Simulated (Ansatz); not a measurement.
Ge(GeH3)4 (Ge5H12), relaxed as a singlet with RKS PBE0-D4/def2-SVP in Ansatz, starting from the GFN2-xTB geometry. Force threshold 0.02 eV/Å.

Start:

```tsv
atom	x (Å)	y (Å)	z (Å)
Ge1	0.0004	0.0024	0.0137
Ge2	1.9714	0.7503	-1.1636
Ge3	-1.7822	1.5954	-0.3172
Ge4	0.4927	-0.2059	2.3684
Ge5	-0.6804	-2.1358	-0.8723
H6	1.7101	1.1267	-2.5963
H7	3.0644	-0.2811	-1.2315
H8	2.6221	1.9655	-0.5617
H9	-2.2131	1.7229	-1.7531
H10	-1.4429	2.9975	0.1069
H11	-3.0413	1.2580	0.4337
H12	1.5621	-1.2192	2.6712
H13	-0.6880	-0.6295	3.1977
H14	0.9772	1.0698	3.0010
H15	-0.7544	-2.1680	-2.3747
H16	-2.0407	-2.5818	-0.4113
H17	0.2424	-3.2673	-0.5110
```

| step | energy (eV) | largest force component (eV/Å) | SCF passes |
| --- | --- | --- | --- |
| 1 | -282716.4698 | 0.756 | 12 |
| 2 | -282716.7395 | 0.195 | 17 |
| 3 | -282716.7704 | 0.148 | 17 |
| 4 | -282716.7741 | 0.011 | 16 |

Force components are those of the run's own axes.

End:

Cartesian coordinates in Å:
```
Ge 0.000 0.000 -0.001
Ge 1.990 0.752 -1.172
Ge -1.784 1.616 -0.319
Ge 0.485 -0.212 2.369
Ge -0.692 -2.156 -0.880
H 1.657 1.059 -2.644
H 3.080 -0.337 -1.129
H 2.543 2.030 -0.513
H -2.156 1.713 -1.811
H -1.339 3.007 0.171
H -3.033 1.189 0.476
H 1.601 -1.250 2.594
H -0.773 -0.666 3.133
H 0.948 1.142 2.940
H -0.817 -2.092 -2.414
H -2.056 -2.560 -0.289
H 0.345 -3.235 -0.513
```

By distances, no bond broke or formed. The bond that changes most is Ge4–H13, from 1.50 to 1.54 Å (atoms count from 1).

No frequencies were taken in this run, so the end may be a saddle point.

Hardware: 4 threads of Arm Neoverse V2 on a shared host. Wall time 42 s, peak host memory 0.98 GiB.
